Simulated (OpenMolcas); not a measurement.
Pd2+ (d8) on a cation site of an ionic host was computed by CASSCF with the d shell active (OpenMolcas, ANO-RCC-VDZP on the metal). Its lowest spin-free states, and all those of the highest spin:

```
2S+1  Degeneracy  E (cm-1)
   3           3       0.0
   3           3      5584
   3           1     12042
   1           3     12906
   1           2     13403
   3           3     18088
   1           3     21114
   1           1     23134
   1           3     23316
   1           2     27097
   1           1     50076
```

Is the site octahedral, tetrahedral or cube-like, axial, or of lower symmetry?

The states with 2S+1 = 3 have orbital degeneracies 3, 3, 1, 3. Threefold states need a cubic site. For d8 at this spin an octahedron puts the single A2 below the threefold T2 and a tetrahedron or cube puts the threefold T1 below the threefold T2, so the site is a tetrahedron or a cube, which this pattern cannot tell apart. The run had Pd2+ with its 8 nearest fluoride ions at 2.323 Å, on the Ca site of CaF2 (a = 5.46294 Å, distance in the model lattice 2.366 Å). The rest of the host is ab initio model potentials to 7.6 Å and point charges beyond; the distance is set by hand and nothing relaxes. Ligand basis ANO-RCC-VDZP.

An orbital triplet at a regular site is open to Jahn-Teller coupling, which can distort the site and quench the lowest spin-orbit gaps and is left out. Without dynamic correlation the repulsion within the d shell is too large (B by tens of per cent), so at a given field states of lower spin stand too high. Real 4d8 and 5d8 ions are as a rule square planar and diamagnetic. With metal d orbitals alone the field can be off either way by tens of per cent. Ligand-to-metal charge-transfer states are missing. With no ligand orbital active B as a rule stays too high, so bands that hang on it stand too high and its fall with covalency is understated. No measured value stands beside these numbers; the geometry was set by hand and not optimised.
